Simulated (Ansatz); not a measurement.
A nudged elastic band was laid between two geometries of CH3 + ClH3Sn (9 atoms, charge 0, multiplicity 2).

Theory: UKS r2SCAN-D4/def2-SVP in Ansatz 0.2.0.

```
movable images  : 5
climbing image  : yes
spring          : 5.0 eV/Å²
optimiser       : quadratic models (default)
start path      : through a guess of the saddle point
force threshold : 0.03 eV/Å
iteration limit : 60
end points      : relaxed
```

Initial state:

```xyz
9
Properties=species:S:1:pos:R:3
Sn 0.001 0.000 -0.318
Cl 0.008 0.000 2.047
H 1.639 0.000 -0.802
H -0.821 1.420 -0.794
H -0.820 -1.420 -0.794
C -0.001 0.000 5.435
H -0.590 -0.917 5.401
H 1.088 -0.052 5.417
H -0.500 0.969 5.401
```

Final state:

```xyz
9
Properties=species:S:1:pos:R:3
Sn 0.000 0.000 -0.427
Cl 0.001 0.000 3.249
H 1.620 0.000 -1.018
H -0.810 1.403 -1.018
H -0.810 -1.403 -1.018
C 0.000 0.000 5.043
H -0.561 -0.874 5.394
H 1.038 -0.049 5.395
H -0.476 0.923 5.394
```

Which bonds break or form, and what moves?

Bonds broken: Sn1–Cl2. Bonds formed: Cl2–C6. CH3 + ClH3Sn becomes CH3Cl + H3Sn.

Give the energies along the band, and the barrier.

The forces met the threshold. The highest image is number 3 of 0 to 6, 0.60 eV above the first end and 0.26 eV above the last; the last end lies 0.34 eV above the first. A vibrational analysis at the climbing image gives one clearly imaginary mode, 350i cm⁻¹, and a faint second one (27i cm⁻¹) that may be numerical noise or a soft torsion: probably a first-order saddle point.

```json
{"image": "0", "path coordinate (Å)": "0.00", "energy (eV)": "0.00", "Sn1–Cl2 (Å)": "2.37", "Cl2–C6 (Å)": "3.39"}
{"image": "1", "path coordinate (Å)": "0.47", "energy (eV)": "0.01", "Sn1–Cl2 (Å)": "2.36", "Cl2–C6 (Å)": "3.09"}
{"image": "2", "path coordinate (Å)": "0.95", "energy (eV)": "0.10", "Sn1–Cl2 (Å)": "2.38", "Cl2–C6 (Å)": "2.72"}
{"image": "3", "path coordinate (Å)": "1.42", "energy (eV)": "0.60", "Sn1–Cl2 (Å)": "2.68", "Cl2–C6 (Å)": "2.07"}
{"image": "4", "path coordinate (Å)": "1.86", "energy (eV)": "0.41", "Sn1–Cl2 (Å)": "3.10", "Cl2–C6 (Å)": "1.81"}
{"image": "5", "path coordinate (Å)": "2.30", "energy (eV)": "0.35", "Sn1–Cl2 (Å)": "3.38", "Cl2–C6 (Å)": "1.80"}
{"image": "6", "path coordinate (Å)": "2.75", "energy (eV)": "0.34", "Sn1–Cl2 (Å)": "3.68", "Cl2–C6 (Å)": "1.79"}
```

What is the geometry of the highest image?


```xyz
9
Properties=species:S:1:pos:R:3
Sn 0.000 0.000 0.027
Cl 0.000 0.000 2.706
H 1.627 0.000 -0.533
H -0.813 1.409 -0.533
H -0.813 -1.408 -0.533
C 0.000 0.000 4.775
H -0.574 -0.895 5.028
H 1.062 -0.050 5.028
H -0.488 0.945 5.028
```

Run time: 2 min on 4 threads of Arm Neoverse V1, with other jobs on the host, peak memory 0.25 GiB.
